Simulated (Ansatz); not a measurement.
A search over several starts for the lowest SCF solution of the cluster B2P2 at the given spin, in a small basis.

```yaml
crystal:
  periodic: [false, false, false]
  atoms:
    - {symbol: B, position_ang: [-0.832575, 0.092380, -0.014040]}
    - {symbol: B, position_ang: [0.832574, -0.092437, 0.013781]}
    - {symbol: P, position_ang: [-0.169749, -1.581590, -0.347612]}
    - {symbol: P, position_ang: [0.169750, 1.581647, 0.347871]}
basis:
  gaussian: {orbitals: def2-SVP}
magnetization: {spin_polarized: true, initial_magnetization: 0}
hamiltonian: {xc: pbe0, dispersion: d4}
output: {orbitals: {seedname: orbitals}}
```

```sh
$ ansatz run in.yaml --threads 4 --pin off --events-out ev --progress --plain --max-ram 3916MiB
```

Output, abridged:

```
Functional definition: PBE0
605 factors; integrals over basis functions are off by at most 1.3e-3 eV
mean field evaluation 1: about -19904.5113 eV, gradient 2.8e1 eV
mean field evaluation 2: about -19885.8594 eV, gradient 5.8e1 eV
mean field evaluation 4: about -19907.7248 eV, gradient 1.7e1 eV
mean field evaluation 8: about -19910.5668 eV, gradient 5.4e0 eV
mean field evaluation 16: about -19910.8421 eV, gradient 1.2e-2 eV
mean field evaluation 32: about -19909.2597 eV, gradient 8.3e0 eV
mean field -19911.78135652 eV, -731.7444681621 hartree, gradient 1.5e-5 eV, S^2 1.066380; 4 other end points of the search recorded, 0 dependent functions left out
reference -19911.78137519 eV, -731.7444688482 hartree; 20, 20 occupied and 44, 44 virtual orbitals, 605 factors
Total energy: -19911.90079763 eV, -731.7488575418 hartree
```

It took 1.5 s on 4 threads of Arm Neoverse V2 on a shared host.

Other converged states that the search met: 0.94 eV higher (⟨S²⟩ = 0.00).

The unrestricted singlet has broken spin symmetry (⟨S²⟩ up to 1.07). The structure comes from a short search, and lower isomers may exist.
